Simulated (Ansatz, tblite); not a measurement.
Forces on BCl2(CCH) (C2HBCl2) at its B3LYP-D4/def2-SVP geometry. Total charge 0; singlet.

The xTB rows come from tblite.

GFN2-xTB (tblite), largest force 1.06 eV/Å:

```xyz
6
positions Å, forces eV/Å
B     0.063   -0.026    1.044    0.020   -0.009    0.349
Cl    0.884    1.260    1.915   -0.322   -0.506   -0.328
Cl   -0.648   -1.358    1.942    0.281    0.524   -0.339
C    -0.030    0.012   -0.466   -0.059    0.027   -1.054
C    -0.102    0.043   -1.681    0.032   -0.019    0.553
H    -0.167    0.069   -2.754    0.049   -0.017    0.819
```

PBE-D4/def2-TZVP (Ansatz), largest force 0.18 eV/Å:

```
B -0.008 0.001 -0.094
Cl -0.036 -0.055 -0.051
Cl 0.030 0.059 -0.053
C 0.014 -0.003 0.177
C -0.006 -0.002 -0.071
H 0.005 0.000 0.092
```

PBE0-D4/def2-TZVP (Ansatz), largest force 0.95 eV/Å:

```
B 0.005 -0.004 0.114
Cl -0.182 -0.285 -0.196
Cl 0.158 0.296 -0.203
C -0.052 0.026 -0.944
C 0.051 -0.028 0.895
H 0.020 -0.006 0.333
```
